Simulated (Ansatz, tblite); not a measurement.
Forces on Sn₃F₅ at its r2SCAN-D4/def2-SVP geometry. Charge 0, multiplicity 2.

In the def2 sets Sn takes a core potential; there is no spin–orbit coupling. The xTB rows come from tblite. Another isomer (doublet) lies 0.25 eV lower at PBE0-D4/def2-TZVP; other spin states weren't run for this one.

GFN1-xTB (tblite), largest force 0.76 eV/Å:

```xyz
8
positions Å, forces eV/Å
Sn    0.027   -2.086   -1.245    0.065   -0.045    0.048
Sn    0.641    1.848   -0.635   -0.457   -0.588    0.128
Sn   -1.499    0.719    1.211    0.410   -0.130   -0.621
F     0.623    0.429    0.985    0.107    0.013    0.132
F    -1.361   -1.182    0.080   -0.334    0.126    0.196
F     0.672   -0.111   -1.671    0.097    0.354   -0.176
F     1.359   -2.297    0.172    0.131   -0.209    0.024
F    -0.463    2.679    1.103   -0.021    0.481    0.269
```

GFN2-xTB (tblite), largest force 2.24 eV/Å:

```
Sn -0.232 -1.772 -1.354
Sn 0.199 0.754 -0.723
Sn -1.007 0.117 0.318
F 0.719 -0.438 0.566
F -0.884 -0.341 0.328
F 0.449 0.362 -0.820
F 0.764 -0.236 0.743
F -0.009 1.555 0.942
```

PBE-D4/def2-TZVP (Ansatz), largest force 0.46 eV/Å:

```
Sn -0.032 -0.215 -0.169
Sn 0.124 0.170 -0.111
Sn -0.182 0.008 0.153
F 0.188 -0.073 0.174
F -0.266 -0.187 0.003
F 0.098 0.005 -0.310
F 0.164 -0.134 0.108
F -0.094 0.427 0.153
```
